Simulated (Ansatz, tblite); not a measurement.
Cost and result up the ladder for [SiI3]- (SiI3⁻) (4 atoms). Charge -1, multiplicity 1. Geometry: r2SCAN-D4/def2-SVPD.

```xyz
4

Si    0.888   -0.209    0.188
I    -0.991   -1.853    1.078
I     0.166   -0.031   -2.353
I    -0.063    2.093    1.087
```

Ansatz on 2 threads of Arm Neoverse V1 on a shared host; xTB runs through tblite on one thread. Times are rough, summed over both states, and most runs start from the orbitals of an earlier one. PBE0-D4/def2-TZVPD serves as the yardstick here, not as an exact answer. The other state is a triplet.

In the def2 sets I takes a core potential; there is no spin–orbit coupling. The xTB rows come from tblite.

xTB has no spin-polarisation term.

| level | functions | vertical triplet (eV) | difference from PBE0-D4/def2-TZVPD (eV) | remarks |
| --- | --- | --- | --- | --- |
| r2SCAN-D4/def2-TZVPD | 220 | 2.79 | -0.12 | HOMO above zero (triplet) |
| GFN1-xTB | 36 | 3.26 | 0.35 | – |
| GFN2-xTB | 36 | 3.52 | 0.60 | – |
| PBE-D4/def2-TZVPD (with forces) | 220 | 2.78 | -0.13 | HOMO above zero (triplet) |
| PBE0-D4/def2-TZVPD (with forces) | 220 | 2.91 | 0.00 | HOMO above zero (triplet) |

(1) Estimate how long each takes.

## Answers

(1) GFN1-xTB 0.011 s; GFN2-xTB 0.011 s; PBE-D4/def2-TZVPD (with forces) 17 s; r2SCAN-D4/def2-TZVPD 35 s; PBE0-D4/def2-TZVPD (with forces) 48 s. On shared hardware such times vary by a factor of up to 3.
